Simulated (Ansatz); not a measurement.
```xyz
13

C    -1.869   -0.663   -0.509
C    -0.949    0.058    0.105
Si   -0.126    0.789    1.552
C     0.429    0.574   -0.226
C     1.480   -0.398   -0.712
H    -2.778   -0.974   -0.004
H    -1.757   -0.972   -1.547
H     0.404   -0.106    2.606
H    -0.495    2.139    2.037
H     0.407    1.512   -0.785
H     2.476    0.050   -0.682
H     1.496   -1.298   -0.094
H     1.283   -0.711   -1.742
```

The species carries charge 0 and has multiplicity 1.

Problem. List the PBE0/def2-TZVPP orbital energies in eV (the Gaussian-basis code of Ansatz). (An estimate is asked.)

Solution. Ansatz gave: Occupied: -1802.41, -278.32, -278.27, -278.21, -278.00, -144.79, -99.45, -99.44, -99.43, -22.66, -20.35, -18.55, -14.85, -14.00, -12.73, -12.10, -11.80, -11.34, -10.53, -9.77, -7.88, -7.54, -7.02. Lowest empty: -0.54, 0.14, 1.28, 1.53, 1.72, 2.51, 2.74, 3.10.
